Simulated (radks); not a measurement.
Initial-state core-level shifts of neutral barium when its valence configuration changes from [Xe] 6s2. Method: scalar-relativistic Kohn-Sham, BLYP, spin-unpolarised, spherical densities, point nucleus; computed with a radial shooting solver on a logarithmic mesh with Libxc functionals. Shifts are changes of the shell-averaged eigenvalues in eV (positive: less bound).

| valence | 2s | 2p | 4p | 5p |
|---|---|---|---|---|
| 6s1 6p1 | -1.190 | -1.189 | -1.186 | -1.129 |
| 5d1 6s1 | +1.244 | +1.240 | +1.227 | +1.107 |
| 6p2 | -2.276 | -2.274 | -2.269 | -2.147 |
| 5d1 6p1 | +0.193 | +0.189 | +0.173 | +0.081 |
